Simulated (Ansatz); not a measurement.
BiH2(iPr) (C3H9Bi), relaxed as a singlet with RKS PBE0-D4/def2-SVP in Ansatz, starting from the GFN2-xTB geometry. Force threshold 0.02 eV/Å.

In the def2 sets Bi takes a core potential; there is no spin–orbit coupling.

Start:

```xyz
13

Bi   -1.5375   -1.1966   -0.9911
H    -0.7214   -1.2580   -2.5684
H    -0.8143   -2.7720   -0.6027
C     0.2399   -0.0754   -0.0490
C     0.1709   -0.1627    1.4674
C     0.2589    1.3713   -0.5169
H     1.1379   -0.5798   -0.3987
H     0.1758   -1.2001    1.7948
H    -0.7343    0.3125    1.8441
H     1.0263    0.3412    1.9205
H     1.1028    1.9068   -0.0781
H     0.3491    1.4243   -1.5999
H    -0.6540    1.8885   -0.2220
```

Task: Estimate the energy that the relaxation releases and the steps that it takes.

Result: 4.1 kJ/mol, in 5 steps; 7 s on 4 threads of Arm Neoverse V2 on a shared host. No frequencies were taken in this run, so the end may be a saddle point.

Task: Does the start keep its bonding and symmetry?

Result: By distances, no bond broke or formed. The bond that changes most is Bi1–H3, from 1.78 to 1.80 Å (atoms count from 1). Point group Cs at the start, Cs at the end, both within 0.05 Å.

Task: Predict the relaxed structure.

Result: 
Cartesian coordinates in Å:
```
Bi -1.5289 -1.1904 -0.9887
H -0.7332 -1.2400 -2.6021
H -0.8268 -2.7966 -0.5813
C 0.2484 -0.0652 -0.0392
C 0.1687 -0.1745 1.4727
C 0.2605 1.3710 -0.5304
H 1.1388 -0.5964 -0.4082
H 0.1998 -1.2196 1.8179
H -0.7537 0.2827 1.8700
H 1.0160 0.3532 1.9475
H 1.1089 1.9269 -0.0907
H 0.3588 1.4370 -1.6250
H -0.6573 1.9118 -0.2426
```
Bond lengths: 2 × C–C 1.52 Å; 1 × Bi–C 2.31 Å; 7 × C–H 1.10 to 1.11 Å; 2 × Bi–H 1.80 Å.
